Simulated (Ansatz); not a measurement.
C10H20 (`CC(C)(C)/C=C/C(C)(C)C`). Charge 0, multiplicity 1. The structure was optimised at the PBE0-D4/def2-TZVP level. It is a higher conformer; a search finds a lower one.

```xyz
30

C    -0.717    0.082   -2.891
C    -1.311    0.023   -1.481
C    -1.901   -1.359   -1.240
C    -2.419    1.075   -1.365
C    -0.226    0.374   -0.499
C     0.227   -0.375    0.498
C     1.312   -0.023    1.481
C     1.906    1.357    1.236
C     0.714   -0.075    2.890
C     2.416   -1.078    1.370
H    -0.284    1.065   -3.094
H    -1.488   -0.108   -3.644
H     0.072   -0.665   -3.012
H    -1.141   -2.139   -1.329
H    -2.682   -1.567   -1.976
H    -2.350   -1.434   -0.246
H    -2.874    1.053   -0.372
H    -3.203    0.893   -2.106
H    -2.024    2.080   -1.533
H     0.209    1.360   -0.659
H    -0.208   -1.360    0.658
H     2.356    1.426    0.242
H     2.686    1.565    1.972
H     1.148    2.139    1.322
H     1.485    0.114    3.643
H     0.278   -1.057    3.096
H    -0.072    0.674    3.008
H     2.872   -1.062    0.378
H     3.200   -0.896    2.112
H     2.018   -2.082    1.542
```

(1) What is the dipole moment at B3LYP/def2-TZVPP? (Estimate.)

(2) Give the Mulliken charges with B3LYP, r2SCAN, ωB97M-V in def2-TZVPP. (Best estimate.)

## Answers

(1) The calculation gave: 0.00 D, zero by symmetry or nearly so.

(2) Computed: 
```tsv
atom	B3LYP	r2SCAN	ωB97M-V
C1	-0.29	-0.21	-0.31
C2	0.32	0.47	0.05
C3	-0.33	-0.26	-0.39
C4	-0.29	-0.21	-0.31
C5	-0.21	-0.26	-0.16
C6	-0.21	-0.26	-0.16
C7	0.32	0.47	0.05
C8	-0.33	-0.26	-0.39
C9	-0.29	-0.21	-0.31
C10	-0.29	-0.21	-0.31
H11	0.08	0.04	0.11
H12	0.07	0.04	0.11
H13	0.09	0.05	0.11
H14	0.08	0.05	0.12
H15	0.08	0.04	0.11
H16	0.08	0.05	0.12
H17	0.09	0.05	0.11
H18	0.07	0.04	0.11
H19	0.08	0.04	0.11
H20	0.08	0.06	0.11
H21	0.08	0.06	0.11
H22	0.08	0.05	0.12
H23	0.08	0.04	0.11
H24	0.08	0.05	0.12
H25	0.07	0.04	0.11
H26	0.08	0.04	0.11
H27	0.09	0.05	0.11
H28	0.09	0.05	0.11
H29	0.07	0.04	0.11
H30	0.08	0.04	0.11
```

B3LYP here is the variant with VWN-RPA as its local correlation; programs differ in this.
